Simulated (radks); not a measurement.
Results of a calculation; reference values are marked as such.
Task: The mean radii <r> (bohr) of the occupied orbitals of an atom or ion are listed with their occupations. Code: a radial shooting solver on a logarithmic mesh with Libxc functionals. Model: non-relativistic Kohn-Sham, SCAN, spin-polarised, spherical densities, point nucleus; meta-GGA in the generalised Kohn-Sham scheme.

orbital  occ.     <r>
1s up       1  0.1582
1s down     1  0.1579
2s up       1  0.8582
2s down     1  0.8684
2p up       3  0.8693
2p down     2  0.8929

Name the element and its charge. Open shells, if any, are filled with parallel spins first.

Result: Z = 10, neon, charge +1: Ne+ in [He] 2s2 2p5. The 1s radius gives Z: for a bare nucleus <r> = 1.5/Z, 0.15 bohr for Z = 10, and screening makes it slightly larger (0.1582 here). The occupations add up to 9, and the charge is Z minus that.
